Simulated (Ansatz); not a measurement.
Reaction (substitution at a C–Si bond): `O[SiH2]/C=C/[SiH3]` + H₂Se → `O[SiH2]/C=C/[SeH]` + SiH₄

Isolated molecules relaxed with PBE0-D4/def2-TZVP in Ansatz; ΔE leaves out vibrations. CCSD(T)/CBS is the MP2 limit (def2-TZVPP, def2-QZVPP) plus CCSD(T) − MP2 in def2-TZVPP, frozen cores. This one scheme is used for every species. Double bonds are as drawn, so ΔE can hold a change between cis and trans. For Se outer-core shells are correlated without core-valence functions, which leaves a few kJ/mol of doubt a bond. Scalar relativity is left out up to krypton. Each species was taken in one conformer, which may not be the lowest.

Question: Is it downhill or uphill in electronic energy at CCSD(T)/CBS, and by how much? (An estimate is asked.)

Answer: Computed: Uphill: ΔE = +29.6 kJ/mol.

Question: What do these levels give: HF/def2-TZVPP, MP2/def2-TZVPP, CCSD/def2-TZVPP, CCSD(T)/def2-TZVPP, HF/def2-QZVPP, HF/CBS(def2)? (An estimate is asked.)

Answer: Computed: HF/def2-TZVPP 34.6, MP2/def2-TZVPP 22.1, CCSD/def2-TZVPP 29.1, CCSD(T)/def2-TZVPP 27.1, HF/def2-QZVPP 34.7, HF/CBS(def2) 34.7 kJ/mol.

Largest T1 diagnostic among the species: 0.012.

In def2-TZVPP, CCSD(T) changes the Hartree–Fock value by −7.5 kJ/mol (the triples alone add −2.0 kJ/mol) and MP2 by −12.5 kJ/mol. From PBE to PBE0 (25 % exact exchange), in def2-TZVPP and without D4, ΔE moves by +4.7 kJ/mol.
